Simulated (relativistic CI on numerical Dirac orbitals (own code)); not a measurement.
## Ce X: sensitivity of the levels to the model

Base calculation: Dirac-Coulomb-Breit CI, separate exchange-only KLI orbitals for each configuration, QED by a radiative potential, unscaled Slater integrals.

CI space (outside the closed core [Kr] 4d10): 5s²5p, 5s²4f, 5s5p², 5s²5d, 5s4f², 5p³, 5s5p4f, 5s5p5d, 5p²4f, 5s²5f, 5s²5g, 5s5p5f, 5s²6s, 5p4f², 4f³, 4f²5d, 4f²5f, 5s4f5d, 4f5d², 5p5d², 5d³, 5d²5f. Double excitations out of closed p, d and f shells are left out; levels of such configurations are missing from the list, as are those of other unlisted configurations, and high levels can miss mixing partners. Some configurations lack a partner that the ground configuration has and come out too high, among them 5s²5g, 5s²6s.

Variants: (1) valence Slater integrals scaled by 0.9; (2) QED terms removed; (3) configuration mixing switched off. Shifts of the energy above 5s²5p ²P°1/2, in cm⁻¹, for the lowest level and the first level of each name with at least 55 % of one term (blank where a level changes its place among those of its configuration and J or its character, or is not in the variant):

| Level | Base | Δ(1) | Δ(2) | Δ(3) |
| --- | --- | --- | --- | --- |
| 5s²5p ²P°1/2 | 0.0 | 0.0 | 0.0 | 0.0 |
| 5s²5p ²P°3/2 | 32668.9 | +149.3 | -46.7 | +876.1 |
| 5s²4f ²F°5/2 | 60722.4 | -291.4 | +111.2 | -1309.1 |
| 5s²4f ²F°7/2 | 63088.3 | -296.2 | +96.0 | -1322.7 |
| 5s5p² ⁴P1/2 | 135380.2 | +1617.2 | +614.8 | -10208.7 |
| 5s5p² ⁴P3/2 | 152923.6 | +2095.0 | +579.3 | -10242.1 |
| 5s5p² ⁴P5/2 | 165850.4 | +1526.4 | +566.0 | -8820.8 |
| 5s5p4f ⁴F3/2 | 188627.7 | +170.6 | +691.5 | -9105.3 |
| 5s5p4f ⁴F9/2 | 193090.9 | +189.7 | +695.6 | -10271.9 |
| 5s5p² ²D3/2 | 195960.9 | -669.9 | +557.1 | +307.2 |
| 5s5p4f ⁴G9/2 | 215073.4 | +269.0 | +662.8 | -10413.4 |
| 5s5p4f ⁴G11/2 | 219304.3 | -21.8 | +656.5 | -10522.0 |
| 5s5p4f ⁴D5/2 | 219828.1 | -556.0 | +666.4 | -10814.0 |
| 5s5p4f ⁴D3/2 | 222838.6 | -710.7 | +671.0 | -10481.9 |
| 5s5p4f ⁴D1/2 | 224654.8 | -726.6 | +647.9 | -10383.1 |
| 5s5p4f ²D5/2 | 231805.0 | -1713.2 | +639.8 | -11686.2 |
| 5s5p4f ²G9/2 | 232671.1 | -1601.7 | +668.9 | -9678.2 |
| 5s5p4f ²D3/2 | 238559.2 | -1958.3 | +625.8 | -10226.7 |
| 5s4f² ⁴H7/2 | 262846.5 | -305.8 | +794.0 | -10392.7 |
| 5s4f² ⁴H9/2 | 263757.8 | -304.4 | +788.0 | -10394.8 |
| 5s4f² ⁴H11/2 | 264901.5 | -298.5 | +780.0 | -10395.3 |
| 5s5p² ²P3/2 | 265638.3 | -6448.8 | +519.9 | -8185.8 |

At this charge transitions that keep the count of f electrons are usually good to a few per cent. Levels and lines within the n = 5 or 6 shells can be off by up to 10 % or somewhat more, and those that change n by about 2 %, since core polarisation is missing. Levels that differ in their count of f electrons can be misplaced by several ten thousand cm⁻¹, since the correlation energy of f electrons is missing or only estimated; rates across such gaps can be off by orders of magnitude.

Ionisation energy from one configuration of each of the two ions, the ground ones as tabulated or assumed: base 139.946 eV. The NIST ASD value (theoretical) is 140 ± 2.2 eV.

LS names give the leading component of a level, which can be under half, so a name can repeat, a term be missing and a line seem to break the LS rules.
